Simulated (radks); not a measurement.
The numbers below are computed, except where a source is named.
Q: All-electron atom: the gold ion Au2+ in [Xe] 4f14 5d9. Code: a radial shooting solver on a logarithmic mesh with Libxc functionals. Model: Dirac Kohn-Sham, LDA (Slater exchange, Perdew-Wang correlation), spin-unpolarised, spherical densities, point nucleus; open shells fill j = l - 1/2 first. Some entries of the table are withheld. Estimate them.

orbital,occ.,eigenvalue (eV),<1/r> (bohr^-1),<r> (bohr)
1s1/2,2,-80613.51,95.76,0.01687
2s1/2,2,-14231.14,23.53,0.07048
2p1/2,2,(1),23.48,0.05800
2p3/2,4,(2),19.13,0.06655
3s1/2,2,-3374.752,8.632,0.1834
3p1/2,2,-3113.310,8.546,0.1737
3p3/2,4,-2708.700,7.411,0.1894
3d3/2,4,-2273.734,7.312,0.1649
3d5/2,6,-2186.718,7.054,0.1697
4s1/2,2,-748.7339,3.655,0.4071
4p1/2,2,(3),3.546,0.4095
4p3/2,4,(4),3.150,0.4438
4d3/2,4,-357.5369,2.948,0.4521
4d5/2,6,-339.4217,2.856,0.4634
5s1/2,2,-130.0634,(5),0.9258
4f5/2,6,(6),2.481,(7)
4f7/2,8,(8),2.446,(9)
5p1/2,2,-93.7429,1.356,0.9999
5p3/2,4,-76.9723,1.210,1.098
5d3/2,4,-28.6072,0.8943,1.468
5d5/2,5,-26.8914,0.8595,1.523

A: 
(1) 2p1/2 eigenvalue (eV): -13650.19
(2) 2p3/2 eigenvalue (eV): -11816.24
(3) 4p1/2 eigenvalue (eV): -637.3156
(4) 4p3/2 eigenvalue (eV): -540.0330
(5) 5s1/2 <1/r> (bohr^-1): 1.483
(6) 4f5/2 eigenvalue (eV): -105.1066
(7) 4f5/2 <r> (bohr): 0.4952
(8) 4f7/2 eigenvalue (eV): -101.2905
(9) 4f7/2 <r> (bohr): 0.5022
